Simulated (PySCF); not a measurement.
C₆ coefficients of unlike pairs at PBE

Calculated with PySCF 2.14 from the dipole response of each species, C₆(A,B) = (3/π) ∫ α_A(iu) α_B(iu) du, in atomic units, from isotropic polarisabilities. For ions this is the dispersion term alone; charge-induced terms of lower order in 1/R come first.

```csv
species,configuration,basis,relativity,α (bohr³),C₆ (like pair)
Sn²⁺,[Kr] 4d10 5s2 (1S),"x2c-TZVPPall with one added diffuse shell each of s, p, d, f type (9s7p5d3f)",spin-free X2C,14.77,82.56
Cd³⁺,[Kr] 4d9 (2D),aug-cc-pVTZ-PP with ECP28MDF (6s6p5d3f2g),core potential,3.793,16.83
C³⁺,[He] 2s1 (2S),aug-cc-pCVQZ-DK (9s8p6d4f2g),spin-free X2C,3.085,2.434
As⁺,[Ar] 3d10 4s2 4p2 (3P),"aug-cc-pVTZ-PP with one added diffuse shell each of s, d, f type with ECP10MDF (7s5p5d3f)",core potential,17.07,102.8
```

Problem. Estimate C₆ for C³⁺ with Sn²⁺.

Solution. The integral gives 13.80. The combination rule 2 C_A C_B / (C_A α_B/α_A + C_B α_A/α_B) gives 13.91 and the geometric mean 14.18.

No spin-orbit coupling is included.

The other pairs:

```csv
pair,C₆
"As⁺, C³⁺",15.65
"As⁺, Cd³⁺",35.42
"As⁺, Sn²⁺",91.18
"Cd³⁺, Sn²⁺",33.98
"C³⁺, Cd³⁺",5.094
```
